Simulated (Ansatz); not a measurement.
Relaxation of FH6W (8 atoms, charge 0, multiplicity 2), to a largest force component of 0.03 eV/Å in at most 50 steps.

The calculation used UKS PBE0/def2-SVP (Ansatz 0.2.0).

```xyz
8
Properties=species:S:1:pos:R:3
W 0.000 -0.204 -0.296
H 0.000 0.189 2.600
H 1.474 0.580 -0.555
H 0.000 1.215 0.610
H -1.474 0.580 -0.555
F 0.000 -1.890 0.457
H 0.000 -0.140 -1.988
H 0.000 -0.460 2.907
```

Task: Where does it end, and by what steps?

Result: The run converged. The force dipped under the threshold on the way, but the program's further checks kept it going. After 6 steps the energy has fallen by 0.051 eV; H2 moved furthest, 0.40 Å.

| step | energy less start (eV) | largest force component (eV/Å) | accepted |
| --- | --- | --- | --- |
| 0 | 0.0000 | 1.645 | yes |
| 1 | -0.0385 | 0.692 | yes |
| 2 | -0.0348 | 0.718 | no |
| 3 | -0.0482 | 0.131 | yes |
| 4 | -0.0506 | 0.029 | yes |
| 5 | -0.0509 | 0.047 | yes |
| 6 | -0.0514 | 0.024 | yes |

```xyz
8
Properties=species:S:1:pos:R:3
W 0.000 -0.198 -0.404
H 0.000 0.222 3.002
H 1.472 0.572 -0.709
H 0.000 1.203 0.535
H -1.472 0.572 -0.709
F 0.000 -1.866 0.383
H 0.000 -0.115 -2.093
H 0.000 -0.519 3.174
```

Whether the end is a true minimum wasn't checked by a vibrational analysis.

Time of the run: 16 s on 2 threads of Arm Neoverse V2, on a shared host, peak memory 0.19 GiB.
